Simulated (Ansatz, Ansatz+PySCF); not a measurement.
```xyz
2

H     0.0000    0.0000   -1.4932
Br    0.0000    0.0000    0.0427
```

RHF on singlet HBr was run in several spherical basis sets with Ansatz (development build ahead of 0.2.0).

Q: Rank the basis sets by the total energy that they give, lowest first, with the distance from the lowest.
A. 6-31G(d)
B. cc-pVDZ
C. def2-TZVP
D. def2-SVP
E. cc-pVTZ

A: E (0.00 eV), C (1.29 eV), B (2.12 eV), D (9.89 eV), A (10.01 eV).

Totals follow the description of the cores as much as that of the bonds, so this order isn't one of quality for chemistry.
